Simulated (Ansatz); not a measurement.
This Ansatz (an electronic-structure program) input (PBE/aug-cc-pVQZ) gives -37.79752 Eh with 80 basis functions. A basis named .json is the Basis Set Exchange file of that set (core-valence sets with the plain set on hydrogen).

Ansatz 0.2 input:
```yaml
crystal:
  periodic: [false, false, false]
  atoms:
    - {symbol: C, position_ang: [0.00000000, 0.00000000, 0.00000000]}
basis:
  gaussian:
    orbitals: aug-cc-pVQZ
hamiltonian:
  xc: {name: PBE}
magnetization: {spin_polarized: true, initial_magnetization: 2}
scf: {lower_state_search: full}
```

Change:
```diff
- orbitals: aug-cc-pVQZ
+ orbitals: def2-QZVPP.json
```

Task: What does the run give now?

Result: -37.79837 Eh (PBE/def2-QZVPP, 57 functions), a change of -0.85 mEh.
